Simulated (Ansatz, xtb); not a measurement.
# A geometry optimisation of BH4SbSi with r2SCAN-D4/def2-SVP

The starting geometry of this gas-phase triplet was built from a drawn formula by distance geometry and a force field; its bonds are those of `[B][SiH2][SbH2]`.

```csv
atom,x (Å),y (Å),z (Å)
B,-1.2725,0.0978,1.2583
Sb,1.0374,-2.1843,-0.3348
Si,-1.2333,-1.3329,-0.1166
H,-2.1548,-2.4290,0.3074
H,-1.6902,-0.7780,-1.3737
H,0.6669,-2.9728,-1.8446
H,1.5739,-0.7322,-1.2019
```

Problem. Predict what it relaxes into with r2SCAN-D4/def2-SVP.

Solution. A new bond forms, giving a structure given below by its coordinates. Distances that change by over a tenth: Sb2–Si3 (2.43 → 2.92 Å). Contacts that close: B1–Sb2 (3.62 → 2.28 Å).

The energy falls by 0.72 eV over 22 steps:

| step | E − E(last) (eV) |
| --- | --- |
| 1 | 0.725 |
| 3 | 0.466 |
| 6 | 0.441 |
| 8 | 0.439 |
| 10 | 0.437 |
| 13 | 0.186 |
| 15 | 0.062 |
| 17 | 0.016 |
| 20 | 0.000 |
| 22 | 0.000 |

Final geometry (Å):

```xyz
7

B    -0.4129   -0.7687    1.1736
Sb    1.2867   -1.5549   -0.1196
Si   -1.6115   -1.1991   -0.1956
H    -2.2333   -2.5440   -0.4160
H    -1.9364   -0.3303   -1.3718
H     0.7661   -3.0970   -0.7000
H     1.0686   -0.8374   -1.6765
```

From the same start GFN2-xTB ends elsewhere, at `[SiH2]=[B][SbH2]`.

The end wasn't checked by frequencies. Open shells are spin-unrestricted. The triplet needn't be the ground state. Atoms past krypton carry core potentials, without spin–orbit terms. Run with Ansatz 0.2.0, 3.6 min on 1 thread of Arm Neoverse V2, on a shared host.
